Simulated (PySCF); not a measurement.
# Structure elucidation problem

The spectra below were simulated for a compound C$_{3}$H$_{10}$O$_{4}$SSi.

1H NMR (400 MHz, computed): δ 4.62 (s, 2H), 4.36 (s, 2H), 3.69 (s, 3H), 2.54 (s, 3H).

13C{1H} NMR (computed): δ 85.9 (CH2), 53.5 (CH3), 40.2 (CH3).

[PySCF 2.14.0 with density-fitted response routines: PBE0-D3(BJ)/def2-SVP geometry; GIAO B3LYP/pcSseg-1 shieldings; one computed conformer; gas phase; equivalent nuclei averaged; non-relativistic]

Chemical shifts δ = σref − σ; 1H (σref 31.38) and 13C (σref 179.24) vs TMS, all at this level.

Task: What is the structure?

Result: 
Rings plus π bonds: 0. 3 carbon signals for 3 carbons: no two carbons are equivalent. Carbon types of the structure: 1 × CH2, 2 × CH3, leaving 2 H on heteroatoms. δC 85.9: sp3 CH2 bonded to O and S; deshielded by the electronegative neighbour. δC 53.5: methyl carbon bonded to O; pulled downfield by the heteroatom. δC 40.2: methyl carbon bonded to S. δH 4.62: hydrogen on a silicon bonded to 2 O. δH 4.36: hydrogen on an sp3 CH2 bonded to O and S; its carbon carries O, which withdraws density. δH 3.69: hydrogen on a methyl carbon bonded to O; its carbon carries O, an electronegative neighbour. δH 2.54: hydrogen on a methyl carbon bonded to S.

The compound is SMILES CO[SiH2]OCS(C)(=O)=O.

The shifts were computed for this structure.

Shifts are as computed. Against solution values, carbons near 30 ppm lie about +2 ppm off and those near 130 ppm about +6 ppm. Of 1211 compounds with measured shifts, 218 miss one by over three times the rms of a fit or turn the order of signals round; such compounds aren't used in these exercises. No couplings were computed; multiplicities are counted from neighbouring protons, with m where these are inequivalent, close in shift, in a saturated or five-membered ring or joined by F or P, and br s for small geminal =CH2 splittings.
